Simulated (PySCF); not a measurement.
nickel atom (Ni), triplet; BLYP-D4/6-31G** (PySCF).

Input for PySCF:
```python
from pyscf import gto, scf, dft

mol = gto.Mole()
mol.atom = '''
    Ni    0.00000000    0.00000000    0.00000000
'''
mol.basis = '6-31g**'
mol.spin = 2
mol.verbose = 4
mol.build()

mf = dft.UKS(mol)
mf.xc = 'blyp'
mf.disp = 'd4'
mf.kernel()
```

Problem. What does PySCF print? Leave out banner, timings and long lists.

Solution. 
```
PySCF version 2.14.0

[INPUT] verbose = 4
[INPUT] num. atoms = 1
[INPUT] num. electrons = 28
[INPUT] charge = 0
[INPUT] spin (= nelec alpha-beta = 2S) = 2
[INPUT] symmetry False subgroup None
[INPUT] Mole.unit = angstrom
[INPUT] Symbol           X                Y                Z      unit          X                Y                Z       unit  Magmom
[INPUT]  1 Ni     0.000000000000   0.000000000000   0.000000000000 AA    0.000000000000   0.000000000000   0.000000000000 Bohr   0.0

nuclear repulsion = 0
number of shells = 12
number of NR pGTOs = 97
number of NR cGTOs = 34
basis = 6-31g**
ecp = {}

******** <class 'pyscf.dft.uks.UKS'> ********
method = UKS
initial guess = minao
damping factor = 0
level_shift factor = 0
DIIS = <class 'pyscf.scf.diis.CDIIS'>
diis_start_cycle = 1
diis_space = 8
diis_damp = 0
SCF conv_tol = 1e-09
SCF conv_tol_grad = None
SCF max_cycles = 50
direct_scf = True
direct_scf_tol = 1e-13
number electrons alpha = 15  beta = 13
XC library pyscf.dft.libxc version 7.1.2
    S. Lehtola, C. Steigemann, M. J. T. Oliveira, and M. A. L. Marques,  SoftwareX 7, 1–5 (2018)
XC functionals = blyp
    A. D. Becke,  Phys. Rev. A 38, 3098 (1988)
    C. Lee, W. Yang, and R. G. Parr,  Phys. Rev. B 37, 785 (1988)
    B. Miehlich, A. Savin, H. Stoll, and H. Preuss,  Chem. Phys. Lett. 157, 200 (1989)
radial grids:
    Treutler-Ahlrichs [JCP 102, 346 (1995); DOI:10.1063/1.469408] (M4) radial grids

becke partition: Becke, JCP 88, 2547 (1988); DOI:10.1063/1.454033
pruning grids: <function nwchem_prune>
grids dens level: 3
symmetrized grids: False
atomic radii adjust function: <function treutler_atomic_radii_adjust>
small_rho_cutoff = 0
Set gradient conv threshold to 3.16228e-05
tot grids = 20640
Calc dispersion correction with DFTD4.
Parameters: xc=blyp, atm=True
init E= -1507.30759632509

cycle= 1 E= -1485.25037727249  delta_E= 22.1  |g|= 3.07  |ddm|= 8.08

cycle= 2 E= -1500.63249946683  delta_E= -15.4  |g|= 3.83  |ddm|= 7.14

cycle= 3 E= -1504.58126119235  delta_E= -3.95  |g|= 3.29  |ddm|= 1.02

cycle= 4 E= -1503.33955000612  delta_E= 1.24  |g|= 3.63  |ddm|= 2.18

cycle= 5 E= -1503.33484584944  delta_E= 0.0047  |g|= 3.63  |ddm|= 0.00624

cycle= 6 E= -1503.41773177987  delta_E= -0.0829  |g|= 3.61  |ddm|= 0.227

cycle= 7 E= -1503.46888513788  delta_E= -0.0512  |g|=  3.6  |ddm|= 0.128

cycle= 8 E= -1503.52315266718  delta_E= -0.0543  |g|= 3.59  |ddm|= 0.0457

cycle= 9 E= -1503.58833037304  delta_E= -0.0652  |g|= 3.58  |ddm|= 0.167

cycle= 10 E= -1503.51359242918  delta_E= 0.0747  |g|= 3.59  |ddm|= 0.933

cycle= 11 E= -1505.4826462469  delta_E= -1.97  |g|= 2.98  |ddm|= 1.33

cycle= 12 E= -1505.22317406127  delta_E= 0.259  |g|= 3.09  |ddm|= 0.132

cycle= 13 E= -1505.99361557851  delta_E= -0.77  |g|= 2.73  |ddm|= 0.579

cycle= 14 E= -1485.4250252222  delta_E= 20.6  |g|= 3.07  |ddm|= 8.07

cycle= 15 E= -1505.64951586731  delta_E= -20.2  |g|= 2.87  |ddm|= 7.33

cycle= 16 E= -1505.79901029696  delta_E= -0.149  |g|=  2.8  |ddm|= 0.158

cycle= 17 E= -1505.89384163924  delta_E= -0.0948  |g|= 2.75  |ddm|= 0.443

cycle= 18 E= -1505.89908766891  delta_E= -0.00525  |g|= 2.75  |ddm|= 0.12

cycle= 19 E= -1505.90987949493  delta_E= -0.0108  |g|= 2.74  |ddm|= 0.111

cycle= 20 E= -1505.75847823203  delta_E= 0.151  |g|= 2.82  |ddm|= 0.633

cycle= 21 E= -1505.64642887772  delta_E= 0.112  |g|= 2.87  |ddm|=  1.1

cycle= 22 E= -1505.64479924361  delta_E= 0.00163  |g|= 2.87  |ddm|= 0.338

cycle= 23 E= -1484.132979771  delta_E= 21.5  |g|= 3.91  |ddm|= 7.47

cycle= 24 E= -1506.66872962774  delta_E= -22.5  |g|= 2.25  |ddm|= 7.52

cycle= 25 E= -1507.29548443559  delta_E= -0.627  |g|= 1.66  |ddm|= 1.23
cycle= 26 E= -1507.81772841215  delta_E= -0.522  |g|= 0.825  |ddm|= 1.33
cycle= 27 E= -1505.92478684894  delta_E= 1.89  |g|= 1.58  |ddm|= 2.09
cycle= 28 E= -1508.05743229368  delta_E= -2.13  |g|= 0.188  |ddm|= 1.86
cycle= 29 E= -1508.06859777089  delta_E= -0.0112  |g|= 0.101  |ddm|= 0.384
cycle= 30 E= -1508.07032922516  delta_E= -0.00173  |g|= 0.0661  |ddm|= 0.0814
cycle= 31 E= -1508.071206721  delta_E= -0.000877  |g|= 0.0276  |ddm|= 0.0345
cycle= 32 E= -1508.0713919331  delta_E= -0.000185  |g|= 0.00456  |ddm|= 0.0229
cycle= 33 E= -1508.07139819413  delta_E= -6.26e-06  |g|= 0.000464  |ddm|= 0.00563
cycle= 34 E= -1508.07139872692  delta_E= -5.33e-07  |g|= 0.000161  |ddm|= 0.00226
cycle= 35 E= -1508.07139925204  delta_E= -5.25e-07  |g|= 0.000149  |ddm|= 0.00241
cycle= 36 E= -1508.07140016567  delta_E= -9.14e-07  |g|= 0.000146  |ddm|= 0.00427
cycle= 37 E= -1508.07140611501  delta_E= -5.95e-06  |g|= 0.000132  |ddm|= 0.0303
cycle= 38 E= -1508.07140895555  delta_E= -2.84e-06  |g|= 0.000119  |ddm|= 0.0165
cycle= 39 E= -1508.07141467073  delta_E= -5.72e-06  |g|= 0.000165  |ddm|= 0.0409
cycle= 40 E= -1508.07141531962  delta_E= -6.49e-07  |g|= 0.000121  |ddm|= 0.00513
cycle= 41 E= -1508.07141837973  delta_E= -3.06e-06  |g|= 8.45e-05  |ddm|= 0.0294
cycle= 42 E= -1508.07141892064  delta_E= -5.41e-07  |g|= 8.32e-05  |ddm|= 0.00548
cycle= 43 E= -1508.07141964237  delta_E= -7.22e-07  |g|= 8.24e-05  |ddm|= 0.00732
cycle= 44 E= -1508.07142277407  delta_E= -3.13e-06  |g|= 0.000186  |ddm|= 0.0309
cycle= 45 E= -1508.07142597729  delta_E= -3.2e-06  |g|= 0.000166  |ddm|= 0.0487
cycle= 46 E= -1508.07142438346  delta_E= 1.59e-06  |g|= 0.000243  |ddm|= 0.0292
cycle= 47 E= -1508.07142624765  delta_E= -1.86e-06  |g|= 0.00015  |ddm|= 0.0362
cycle= 48 E= -1508.07142654382  delta_E= -2.96e-07  |g|= 0.000107  |ddm|= 0.0066
cycle= 49 E= -1508.07142695854  delta_E= -4.15e-07  |g|= 6.45e-05  |ddm|= 0.0141
cycle= 50 E= -1508.07142699458  delta_E= -3.6e-08  |g|= 3.8e-05  |ddm|= 0.00127
SCF not converged.
SCF energy = -1508.07142699458 after 50 cycles  <S^2> = 2.0010501  2S+1 = 3.0007
```

Convergence was not reached.
